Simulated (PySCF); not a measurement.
C2H3, doublet (typed; the unrestricted solution is spin-contaminated), at a GFN2-xTB geometry; CAMB3LYP/cc-pVDZ (PySCF).

Here is a job for PySCF.
```python
from pyscf import gto, scf, dft

mol = gto.Mole()
mol.atom = '''
    C     0.668013   -0.251064    0.020416
    C    -0.563309    0.124145   -0.015798
    H     1.642849    0.177137    0.037343
    H    -0.889951    1.168198   -0.040699
    H    -1.381118   -0.583818   -0.024351
'''
mol.basis = 'cc-pvdz'
mol.charge = 0
mol.spin = 1
mol.verbose = 4
mol.symmetry = True
mol.build()

mf = dft.UKS(mol)
mf.xc = 'camb3lyp'
mf.irrep_nelec = {"A'": (8, 6), 'A"': (0, 1)}
mf.kernel()
mf.analyze()
```

The log (banner, timings and long lists left out):

```
PySCF version 2.14.0

[INPUT] verbose = 4
[INPUT] num. atoms = 5
[INPUT] num. electrons = 15
[INPUT] charge = 0
[INPUT] spin (= nelec alpha-beta = 2S) = 1
[INPUT] symmetry True subgroup None
[INPUT] Mole.unit = angstrom
[INPUT] Symbol           X                Y                Z      unit          X                Y                Z       unit  Magmom
[INPUT]  1 C      0.668013000000  -0.251064000000   0.020416000000 AA    1.262361617649  -0.474442199738   0.038580648559 Bohr   0.0
[INPUT]  2 C     -0.563309000000   0.124145000000  -0.015798000000 AA   -1.064499733503   0.234600049734  -0.029853893316 Bohr   0.0
[INPUT]  3 H      1.642849000000   0.177137000000   0.037343000000 AA    3.104534674016   0.334740416527   0.070568042670 Bohr   0.0
[INPUT]  4 H     -0.889951000000   1.168198000000  -0.040699000000 AA   -1.681763654283   2.207574279265  -0.076909963544 Bohr   0.0
[INPUT]  5 H     -1.381118000000  -0.583818000000  -0.024351000000 AA   -2.609934765707  -1.103256126591  -0.046016720859 Bohr   0.0

nuclear repulsion = 28.7405805487135
point group symmetry = Cs
symmetry origin: [5.03926967e-07 3.77945225e-07 1.25981742e-07]
symmetry axis x: [-0.16882819 -0.98557454  0.0118268 ]
symmetry axis y: [ 0.9853418  -0.16846617  0.02684557]
symmetry axis z: [-0.02446589  0.01618573  0.99956963]
num. orbitals of irrep A' = 32
num. orbitals of irrep A" = 11
number of shells = 19
number of NR pGTOs = 73
number of NR cGTOs = 43
basis = cc-pvdz
ecp = {}

******** <class 'pyscf.dft.uks_symm.SymAdaptedUKS'> ********
method = SymAdaptedUKS
initial guess = minao
damping factor = 0
level_shift factor = 0
DIIS = <class 'pyscf.scf.diis.CDIIS'>
diis_start_cycle = 1
diis_space = 8
diis_damp = 0
SCF conv_tol = 1e-09
SCF conv_tol_grad = None
SCF max_cycles = 50
direct_scf = True
direct_scf_tol = 1e-13
number electrons alpha = 8  beta = 7
irrep_nelec {"A'": (8, 6), 'A"': (0, 1)}
XC library pyscf.dft.libxc version 7.1.2
    S. Lehtola, C. Steigemann, M. J. T. Oliveira, and M. A. L. Marques,  SoftwareX 7, 1–5 (2018)
XC functionals = camb3lyp
    T. Yanai, D. P. Tew, and N. C. Handy,  Chem. Phys. Lett. 393, 51 (2004)
radial grids:
    Treutler-Ahlrichs [JCP 102, 346 (1995); DOI:10.1063/1.469408] (M4) radial grids

becke partition: Becke, JCP 88, 2547 (1988); DOI:10.1063/1.454033
pruning grids: <function nwchem_prune>
grids dens level: 3
symmetrized grids: True
atomic radii adjust function: <function treutler_atomic_radii_adjust>
small_rho_cutoff = 0
Freeze 15 electrons in irreps ["A'", 'A"']
    0 free electrons in irreps
Set gradient conv threshold to 3.16228e-05
tot grids = 57664
init E= -77.9466557278357

cycle= 1 E= -77.4792443881164  delta_E= 0.467  |g|= 0.185  |ddm|= 6.86

cycle= 2 E= -77.4964344408418  delta_E= -0.0172  |g|= 0.13  |ddm|= 0.617

cycle= 3 E= -77.5060557892009  delta_E= -0.00962  |g|= 0.0233  |ddm|= 0.26

cycle= 4 E= -77.5065977874448  delta_E= -0.000542  |g|= 0.0108  |ddm|= 0.253

cycle= 5 E= -77.5067996221905  delta_E= -0.000202  |g|= 0.00368  |ddm|= 0.205

cycle= 6 E= -77.5069577678913  delta_E= -0.000158  |g|= 0.00302  |ddm|= 0.281

cycle= 7 E= -77.5070659200583  delta_E= -0.000108  |g|= 0.0025  |ddm|= 0.227

cycle= 8 E= -77.5072557783137  delta_E= -0.00019  |g|= 0.00215  |ddm|= 0.505

cycle= 9 E= -77.5074012937179  delta_E= -0.000146  |g|= 0.00181  |ddm|= 0.619

cycle= 10 E= -77.5074159077338  delta_E= -1.46e-05  |g|= 0.00115  |ddm|= 0.0777

cycle= 11 E= -77.50746277629  delta_E= -4.69e-05  |g|= 0.000919  |ddm|= 0.485

cycle= 12 E= -77.5074689016502  delta_E= -6.13e-06  |g|= 0.000432  |ddm|= 0.16

cycle= 13 E= -77.5074700589426  delta_E= -1.16e-06  |g|= 0.000141  |ddm|= 0.0715

cycle= 14 E= -77.5074702104078  delta_E= -1.51e-07  |g|= 0.000115  |ddm|= 0.0264

cycle= 15 E= -77.5074702551365  delta_E= -4.47e-08  |g|= 1.55e-05  |ddm|= 0.0141

cycle= 16 E= -77.5074702582198  delta_E= -3.08e-09  |g|= 4.75e-06  |ddm|= 0.00454

cycle= 17 E= -77.5074702583202  delta_E= -1e-10  |g|= 2.4e-06  |ddm|= 0.000375

Extra cycle  E= -77.5074702583283  delta_E= -8.13e-12  |g|= 1.93e-06  |ddm|= 6.32e-05
converged SCF energy = -77.5074702583283  <S^2> = 1.7559243  2S+1 = 2.8326132
**** SCF Summaries ****
Total Energy =                         -77.507470258328340
Nuclear Repulsion Energy =              28.740580548713474
One-electron Energy =                 -158.672109790534705
Two-electron Energy =                   52.424058983492898
Two-electron Coulomb Energy =           64.189046750563776
DFT Exchange-Correlation Energy =      -11.764987767070878
Wave-function symmetry = A"
alpha occupancy for each irrep:     A'   A"
                                     8    0
beta  occupancy for each irrep:     A'   A"
                                     6    1
**** MO energy ****
alpha MO #1 (A' #1), energy= -10.4073450839951 occ= 1
alpha MO #2 (A' #2), energy= -10.3532531512693 occ= 1
alpha MO #3 (A' #3), energy= -0.944208132679881 occ= 1
alpha MO #4 (A' #4), energy= -0.725964533694192 occ= 1
alpha MO #5 (A' #5), energy= -0.614348778482562 occ= 1
alpha MO #6 (A' #6), energy= -0.572901065777759 occ= 1
alpha MO #7 (A' #7), energy= -0.377152099681061 occ= 1
alpha MO #8 (A' #8), energy= -0.0251154100634468 occ= 1
alpha MO #9 (A" #1), energy= -0.226807258546366 occ= 0
alpha MO #10 (A" #2), energy= 0.0186196305972066 occ= 0
alpha MO #11 (A' #9), energy= 0.0874213104523611 occ= 0
alpha MO #12 (A' #10), energy= 0.149611277019098 occ= 0
alpha MO #13 (A' #11), energy= 0.326218987058862 occ= 0
alpha MO #14 (A' #12), energy= 0.38705969346009 occ= 0
alpha MO #15 (A' #13), energy= 0.443473935306195 occ= 0
alpha MO #16 (A" #3), energy= 0.459998704390595 occ= 0
alpha MO #17 (A' #14), energy= 0.499172324789768 occ= 0
alpha MO #18 (A' #15), energy= 0.547518486410668 occ= 0
alpha MO #19 (A" #4), energy= 0.569506695066276 occ= 0
alpha MO #20 (A' #16), energy= 0.658993719263593 occ= 0
alpha MO #21 (A' #17), energy= 0.727771416409791 occ= 0
alpha MO #22 (A' #18), energy= 0.789052858362729 occ= 0
alpha MO #23 (A' #19), energy= 0.830561679373055 occ= 0
alpha MO #24 (A" #5), energy= 0.920217179181182 occ= 0
alpha MO #25 (A" #6), energy= 1.00315203471875 occ= 0
alpha MO #26 (A' #20), energy= 1.0069259660782 occ= 0
alpha MO #27 (A" #7), energy= 1.15111868318259 occ= 0
alpha MO #28 (A' #21), energy= 1.16164423093036 occ= 0
alpha MO #29 (A' #22), energy= 1.45087622185093 occ= 0
alpha MO #30 (A' #23), energy= 1.48879529920663 occ= 0
alpha MO #31 (A' #24), energy= 1.54330692796528 occ= 0
alpha MO #32 (A" #8), energy= 1.545782023658 occ= 0
alpha MO #33 (A' #25), energy= 1.59615486682263 occ= 0
alpha MO #34 (A" #9), energy= 1.72826242520917 occ= 0
alpha MO #35 (A' #26), energy= 1.87867183012808 occ= 0
alpha MO #36 (A" #10), energy= 1.90861741251615 occ= 0
alpha MO #37 (A' #27), energy= 2.06599869699178 occ= 0
alpha MO #38 (A" #11), energy= 2.07907550782255 occ= 0
alpha MO #39 (A' #28), energy= 2.0913182258549 occ= 0
alpha MO #40 (A' #29), energy= 2.37148579490042 occ= 0
alpha MO #41 (A' #30), energy= 2.48148237734502 occ= 0
alpha MO #42 (A' #31), energy= 2.57837025269544 occ= 0
alpha MO #43 (A' #32), energy= 2.98647250915774 occ= 0
beta  MO #1 (A' #1), energy= -10.4002380955 occ= 1
beta  MO #2 (A' #2), energy= -10.3536181681338 occ= 1
beta  MO #3 (A' #3), energy= -0.962236798982203 occ= 1
beta  MO #4 (A' #4), energy= -0.706790588757795 occ= 1
beta  MO #5 (A' #5), energy= -0.591985724236684 occ= 1
beta  MO #6 (A' #6), energy= -0.540625252583279 occ= 1
beta  MO #7 (A" #1), energy= -0.477171825399224 occ= 1
beta  MO #8 (A' #7), energy= -0.104778165218373 occ= 0
beta  MO #9 (A" #2), energy= -0.0282031183244245 occ= 0
beta  MO #10 (A' #8), energy= 0.102058260273642 occ= 0
beta  MO #11 (A' #9), energy= 0.133308381870923 occ= 0
beta  MO #12 (A' #10), energy= 0.189458242172214 occ= 0
beta  MO #13 (A' #11), energy= 0.335443810735857 occ= 0
beta  MO #14 (A' #12), energy= 0.389108660876148 occ= 0
beta  MO #15 (A" #3), energy= 0.432870260492524 occ= 0
beta  MO #16 (A' #13), energy= 0.465987868287088 occ= 0
beta  MO #17 (A' #14), energy= 0.542843326380478 occ= 0
beta  MO #18 (A" #4), energy= 0.547589023188297 occ= 0
beta  MO #19 (A' #15), energy= 0.560971918071305 occ= 0
beta  MO #20 (A' #16), energy= 0.670422198031572 occ= 0
beta  MO #21 (A' #17), energy= 0.746305932818555 occ= 0
beta  MO #22 (A' #18), energy= 0.806977067416883 occ= 0
beta  MO #23 (A' #19), energy= 0.838457131830337 occ= 0
beta  MO #24 (A" #5), energy= 0.907534664753773 occ= 0
beta  MO #25 (A" #6), energy= 0.984240270373503 occ= 0
beta  MO #26 (A' #20), energy= 1.00872008743186 occ= 0
beta  MO #27 (A" #7), energy= 1.16829625164991 occ= 0
beta  MO #28 (A' #21), energy= 1.17994919225516 occ= 0
beta  MO #29 (A' #22), energy= 1.45245356748113 occ= 0
beta  MO #30 (A' #23), energy= 1.51436798799387 occ= 0
beta  MO #31 (A" #8), energy= 1.54346812594823 occ= 0
beta  MO #32 (A' #24), energy= 1.56457310635247 occ= 0
beta  MO #33 (A' #25), energy= 1.60086561990944 occ= 0
beta  MO #34 (A" #9), energy= 1.73626819510347 occ= 0
beta  MO #35 (A' #26), energy= 1.88211325618169 occ= 0
beta  MO #36 (A" #10), energy= 1.90735582448958 occ= 0
beta  MO #37 (A" #11), energy= 2.076787952958 occ= 0
beta  MO #38 (A' #27), energy= 2.09396806329081 occ= 0
beta  MO #39 (A' #28), energy= 2.10679439437459 occ= 0
beta  MO #40 (A' #29), energy= 2.39500338970523 occ= 0
beta  MO #41 (A' #30), energy= 2.50373568687173 occ= 0
beta  MO #42 (A' #31), energy= 2.59127589367978 occ= 0
beta  MO #43 (A' #32), energy= 3.00627464682983 occ= 0
 ** Mulliken pop alpha/beta on meta-lowdin orthogonal AOs **
 ** Mulliken pop       alpha | beta **
In total             8.00000 | 7.00000
 ** Mulliken atomic charges   ( Nelec_alpha | Nelec_beta ) **
charge of  0C =      0.13857  (     3.10254      2.75888 )
charge of  1C =     -0.00836  (     2.85024      3.15812 )
charge of  2H =      0.10723  (     0.49838      0.39439 )
charge of  3H =     -0.19808  (     0.87324      0.32484 )
charge of  4H =     -0.03937  (     0.67560      0.36376 )
Dipole moment(X, Y, Z, Debye):  2.95173, -1.78402,  0.10113
```
